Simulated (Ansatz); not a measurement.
Two members of one family (Sn nanocrystals, cubic, H-capped), computed with Ansatz in the gas phase; def2 core potentials for Sn, no spin–orbit coupling. Binding counts from free atoms in the multiplicity of their measured ground term, without zero-point energy. The structures are stationary points that may keep the symmetry of their start.

First: Sn26H30 (singlet, charge 0, PBE-D4/def2-SVP geometry).

Cartesian coordinates in Å:
```
Sn -2.695 0.031 -2.294
Sn -3.852 2.603 1.303
Sn -5.507 -1.695 0.992
Sn -1.194 -3.284 0.593
Sn -2.293 -0.687 4.201
Sn -1.073 4.309 -1.931
Sn 0.046 1.662 -5.606
Sn 1.614 -1.637 -2.702
Sn 3.239 2.627 -2.430
Sn 0.468 0.996 0.898
Sn 1.978 -2.316 3.751
Sn 4.782 -0.599 0.451
Sn 3.126 -4.940 0.125
Sn -4.770 0.606 -0.467
Sn -1.965 2.343 -3.749
Sn -3.131 4.939 -0.104
Sn -0.459 -0.987 -0.889
Sn -1.611 1.617 2.715
Sn -3.260 -2.642 2.411
Sn 1.073 -4.288 1.947
Sn -0.049 -1.671 5.605
Sn 1.196 3.288 -0.593
Sn 2.283 0.655 -4.209
Sn 3.863 -2.616 -1.295
Sn 5.497 1.707 -1.013
Sn 2.718 -0.013 2.289
H -3.242 -1.190 -3.417
H -5.124 2.965 2.442
H -6.084 -2.933 -0.084
H -6.806 -1.320 2.085
H -1.775 -4.494 -0.523
H -3.557 -0.282 5.333
H -0.622 5.742 -2.819
H -0.572 0.469 -6.710
H 0.514 3.043 -6.555
H 1.030 -2.885 -3.775
H 3.655 4.052 -3.348
H 3.377 -2.926 4.597
H 6.177 -1.189 1.319
H 2.572 -6.151 -0.993
H 4.493 -5.608 0.968
H -6.153 1.216 -1.338
H -3.371 2.944 -4.593
H -4.505 5.595 -0.945
H -2.587 6.155 1.014
H -1.038 2.854 3.806
H -3.690 -4.074 3.313
H 0.617 -5.709 2.853
H -0.486 -3.075 6.533
H 0.528 -0.478 6.729
H 1.809 4.493 0.512
H 3.554 0.260 -5.336
H 5.128 -2.995 -2.437
H 6.807 1.353 -2.100
H 6.055 2.948 0.070
H 3.273 1.212 3.402
```

```tsv
level	HOMO (eV)	LUMO (eV)	gap (eV)	binding per atom (eV)
LDA (SPW92)/def2-SVP	-5.78	-3.17	2.61	2.92
PBE-D4/def2-SVP	-5.66	-2.97	2.69	2.52
r2SCAN-D4/def2-SVP	-5.88	-2.83	3.06	2.51
PBE0-D4/def2-SVP	-6.46	-2.28	4.18	2.51
```

Second: Sn29H36 (singlet, charge 0, PBE-D4/def2-SVP geometry).

Cartesian coordinates in Å:
```
Sn 0.844 3.706 3.924
Sn -0.057 -0.439 5.447
Sn -2.150 1.026 1.533
Sn 3.994 0.488 3.696
Sn -4.145 2.660 -2.367
Sn -1.279 5.311 -0.116
Sn 2.004 1.984 -0.262
Sn -0.097 3.591 -4.113
Sn -5.108 -1.793 -0.733
Sn -3.132 -3.291 3.032
Sn 1.085 -2.271 1.299
Sn -1.959 -5.011 -0.964
Sn -0.940 -0.739 -2.568
Sn 3.286 0.139 -4.364
Sn 2.390 -4.007 -2.837
Sn 5.261 -1.350 -0.599
Sn -3.223 3.294 0.223
Sn -4.141 -0.969 1.786
Sn -1.193 1.761 4.093
Sn 2.934 2.706 2.312
Sn 2.016 -1.518 3.864
Sn 0.000 0.000 0.000
Sn -2.020 1.542 -3.850
Sn 0.902 4.248 -1.557
Sn 4.142 0.946 -1.799
Sn -2.943 -2.722 -2.288
Sn -0.928 -4.245 1.549
Sn 3.233 -3.281 -0.244
Sn 1.220 -1.762 -4.085
H 1.467 3.998 5.522
H 0.236 5.212 3.314
H 0.625 0.121 6.948
H -1.249 -1.639 5.833
H 4.417 0.986 5.309
H 5.439 -0.106 2.940
H -5.512 1.594 -2.315
H -4.656 4.127 -3.152
H -0.771 5.973 1.407
H -1.978 6.606 -1.044
H -0.875 4.996 -4.786
H 1.179 3.134 -5.197
H -5.964 -0.516 -1.538
H -6.227 -3.106 -0.501
H -2.701 -2.992 4.686
H -4.374 -4.511 3.026
H -3.282 -6.112 -0.707
H -0.767 -5.835 -1.919
H 2.779 1.495 -5.320
H 4.623 -0.611 -5.188
H 1.296 -5.352 -2.797
H 3.782 -4.496 -3.761
H 6.042 -0.966 0.901
H 6.467 -2.005 -1.670
H -4.546 3.915 1.178
H -5.458 -0.326 2.734
H -2.526 2.395 5.026
H 4.169 3.927 2.136
H 2.681 -2.925 4.650
H -2.593 1.074 -5.430
H 2.148 5.460 -1.712
H 5.368 2.179 -1.953
H -3.513 -3.166 -3.877
H -0.246 -5.639 2.348
H 3.894 -4.679 0.564
H 0.629 -2.216 -5.664
```

Question: What does the change do? Estimate second minus first.

Answer: 
```
               level  Δ HOMO (eV)  Δ LUMO (eV)  Δ gap (eV)  Δ binding per atom (eV)
LDA (SPW92)/def2-SVP        -0.05        -0.16       -0.10                    -0.03
     PBE-D4/def2-SVP        -0.08        -0.15       -0.06                    -0.02
  r2SCAN-D4/def2-SVP        -0.08        -0.16       -0.07                    -0.02
    PBE0-D4/def2-SVP        -0.09        -0.17       -0.07                    -0.02
```
